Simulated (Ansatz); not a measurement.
Geometry optimisation, RKS PBE0-D4/def2-SVP in Ansatz 0.2.0.

Input:

```yaml
crystal:
  periodic: [false, false, false]
  atoms:
    - { symbol: Hf, position_ang: [-0.223815, 0.040314, -0.030484] }
    - { symbol: Cl, position_ang: [-0.143641, 0.101174, 2.457048] }
    - { symbol: F, position_ang: [1.53843, 0.178719, -0.76459] }
    - { symbol: O, position_ang: [-1.365605, 1.425944, -0.657766] }
    - { symbol: H, position_ang: [-1.782536, 2.231007, -0.961538] }
    - { symbol: "N", position_ang: [-1.092358, -1.654498, -0.667372] }
    - { symbol: H, position_ang: [-2.028679, -1.762101, -1.044773] }
    - { symbol: H, position_ang: [-0.63601, -2.563891, -0.644571] }
    - { symbol: Br, position_ang: [1.700527, -3.071264, 1.317705] }
    - { symbol: H, position_ang: [1.109887, -2.133906, 2.330639] }
basis:
  gaussian: { orbitals: def2-SVP }
hamiltonian:
  xc: pbe0
  dispersion: d4
relax:
  f_tol: 0.03
  max_steps: 50
output:
  orbitals: {}
```

Command:

```bash
$ ansatz run input.yaml --threads 4 --pin off --max-ram 5120MiB --backend cpu --events-out ev --progress --plain --runs-dir out
```

Task: Where does it end, and by what steps?

Result: The run converged. After 5 steps the energy has fallen by 0.101 eV; H10 moved furthest, 0.12 Å.

```csv
step,energy less start (eV),largest force component (eV/Å),accepted
0,0.0000,0.976,yes
1,-0.0567,0.925,yes
2,-0.0980,0.120,yes
3,-0.1005,0.096,yes
4,-0.1010,0.045,yes
5,-0.1011,0.017,yes
```

```xyz
10
Properties=species:S:1:pos:R:3
Hf -0.210 0.011 -0.019
Cl -0.117 0.041 2.390
F 1.553 0.171 -0.754
O -1.358 1.410 -0.607
H -1.753 2.223 -0.919
N -1.095 -1.675 -0.665
H -2.027 -1.767 -1.062
H -0.649 -2.590 -0.640
Br 1.663 -2.990 1.354
H 1.069 -2.044 2.255
```

Whether the end is a true minimum wasn't checked by a vibrational analysis.

Run time: 23 s on 4 threads of Arm Neoverse V2 (shared host), peak memory 0.48 GiB.
